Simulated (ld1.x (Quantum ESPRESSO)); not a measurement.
**Transferability test, PAW potential for W (Z = 74)**

```
Element                 : tungsten (W)
Generator               : ld1.x (Quantum ESPRESSO) 7.5
Type                    : PAW
Functional              : PBE
Relativity              : scalar-relativistic
Frozen core             : [Xe]
Valence charge          : 20
Reference configuration : 4f14 5d4 6s2 6p0
Partial waves           : 6s (bound): rcut 2.65, rcutus 3.15 bohr; 6s channel at 2.65 Ry: rcut 2.65, rcutus 3.15 bohr; 6p (bound, empty): rcut 3.70, rcutus 4.25 bohr; 6p channel at 0.3 Ry: rcut 3.70, rcutus 4.25 bohr; 5d (bound): rcut 2.70, rcutus 2.85 bohr; 5d channel at 4.85 Ry: rcut 2.70, rcutus 2.85 bohr; 4f (bound): rcut 1.00, rcutus 1.15 bohr; 4f channel at -2.1 Ry: rcut 1.00, rcutus 1.15 bohr
Local potential         : all-electron potential smoothed inside 2.45 bohr (lloc = -1)
Core correction         : a·sin(br)/r model core inside 0.90 bohr
Augmentation charge     : PSQ, radius 1.00 bohr
```

Energies are relative to the spin-unpolarised reference configuration 4f14 5d4 6s2 6p0; without spin polarisation the order of configurations can differ from experiment. Not all tests gave a result: test run stopped at test 6 of 7 (negative rho).

```tsv
valence configuration	charge	ΔE all-electron (eV)	error AE − PS (meV)
4f14 5d4 6s1 6p0	+1	8.883	+40
4f14 5d4 6s0 6p0	+2	24.563	+2.7
4f14 5d3 6s0 6p0	+3	49.945	-111
4f14 5d3 6s2 6p0	+1	8.830	+29
```

Question: What are ΔE and the potential's error for 4f14 5d5 6s0 6p0?

Answer: ΔE = 9.692 eV all-electron; the error (AE − PS) is -33 meV.

Levels in the configuration 4f14 5d4 6s1 6p0:

```
level  all-electron (eV)  pseudo (eV)
   4f            -40.690      -40.489
   5d            -11.727      -11.639
   6s            -12.181      -12.151
```
